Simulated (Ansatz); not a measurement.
Molecule: CH3Cl2Si (charge 0, doublet). It need not be the lowest isomer of its formula. SMILES: C[Si](Cl)Cl
Geometry: optimised at B3LYP-D3(BJ)/def2-TZVP (Ansatz, a first-principles code).

Property: vertical electron affinity (to the singlet state of charge -1; a negative value means that the extra electron is unbound and the number depends on the basis; each state is the SCF solution reached for its spin), in eV. Cores are frozen in the correlated levels unless marked. Open shells are spin-unrestricted. No spin-orbit coupling. No relativistic terms. Anions need diffuse functions: aug- sets have them; def2-D sets add few. CBS marks a two-point X^-3 extrapolation of the correlation energy; Hartree-Fock from the larger set. The bracket is a focal-point correction in the basis named.

```
level                                                                      program  vertical electron affinity (eV)
-------------------------------------------------------------------------  -------  -------------------------------
PBE/def2-TZVPD                                                              Ansatz                             1.27
r2SCAN/def2-TZVPD                                                           Ansatz                             1.11
PBE0/def2-TZVPD                                                             Ansatz                             1.22
BHLYP/def2-TZVPD                                                            Ansatz                                ?
CAM-B3LYP/def2-TZVPD                                                        Ansatz                                ?
wB97X-V/def2-TZVPD                                                          Ansatz                             1.28
wB97X/def2-TZVPD                                                            Ansatz                             1.28
B2PLYP/def2-TZVPD                                                           Ansatz                                ?
SCS-MP2/aug-cc-pV(D+d)Z                                                     Ansatz                             1.16
CCSD/aug-cc-pV(D+d)Z                                                        Ansatz                             1.18
RI-MP2/CBS(aug-cc-pV(T+d)Z,aug-cc-pV(Q+d)Z)+[CCSD(T)-MP2]/aug-cc-pV(T+d)Z   Ansatz                             1.44
```

### Question
Fill in the missing entries.

### Answer

- BHLYP/def2-TZVPD, vertical electron affinity (eV): 1.17
- CAM-B3LYP/def2-TZVPD, vertical electron affinity (eV): 1.33
- B2PLYP/def2-TZVPD, vertical electron affinity (eV): 1.26
